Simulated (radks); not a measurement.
Isoelectronic series with 65 electrons, all held in the configuration [Xe] 4f9 6s2, which need not be the ground one along the series. Calculated with a radial shooting solver on a logarithmic mesh with Libxc functionals: Dirac Kohn-Sham, LDA (Slater exchange, Perdew-Wang correlation), spin-unpolarised, spherical densities, finite nucleus; open shells fill j = l - 1/2 first; Fermi nuclear charge, rms radius of each element as measured or else 0.836 A^(1/3) + 0.57 fm. Total energies (hartree) and mean radii <r> (bohr):

Tb: E (hartree) -11710.2675; 4f7/2 0.9242; 4f5/2 0.9011; 6s1/2 4.109; 5p3/2 1.611
Dy+: E (hartree) -12158.9218; 4f7/2 0.8198; 4f5/2 0.8069; 6s1/2 3.432; 5p3/2 1.528
Ho2+: E (hartree) -12617.8688; 4f7/2 0.7540; 4f5/2 0.7441; 6s1/2 3.019; 5p3/2 1.449
Er3+: E (hartree) -13087.0543; 4f7/2 0.7041; 4f5/2 0.6958; 6s1/2 2.727; 5p3/2 1.378
Tm4+: E (hartree) -13566.5944; 4f7/2 0.6636; 4f5/2 0.6563; 6s1/2 2.504; 5p3/2 1.314
Yb5+: E (hartree) -14056.4674; 4f7/2 0.6295; 4f5/2 0.6228; 6s1/2 2.325; 5p3/2 1.256
Lu6+: E (hartree) -14556.8120; 4f7/2 0.6001; 4f5/2 0.5939; 6s1/2 2.176; 5p3/2 1.204
Hf7+: E (hartree) -15067.7519; 4f7/2 0.5743; 4f5/2 0.5684; 6s1/2 2.050; 5p3/2 1.156
Ta8+: E (hartree) -15589.3130; 4f7/2 0.5512; 4f5/2 0.5457; 6s1/2 1.940; 5p3/2 1.113
W9+: E (hartree) -16121.5973; 4f7/2 0.5305; 4f5/2 0.5252; 6s1/2 1.844; 5p3/2 1.073
Re10+: E (hartree) -16664.7222; 4f7/2 0.5117; 4f5/2 0.5065; 6s1/2 1.759; 5p3/2 1.036
Os11+: E (hartree) -17218.7485; 4f7/2 0.4945; 4f5/2 0.4895; 6s1/2 1.683; 5p3/2 1.002
Ir12+: E (hartree) -17783.8723; 4f7/2 0.4787; 4f5/2 0.4738; 6s1/2 1.614; 5p3/2 0.9707

4f7/2 drops below 6s1/2 between Tb and Dy+. 4f7/2 drops below 5p3/2 between Tm4+ and Yb5+. 4f5/2 drops below 6s1/2 between Tb and Dy+. 4f5/2 drops below 5p3/2 between Tm4+ and Yb5+.
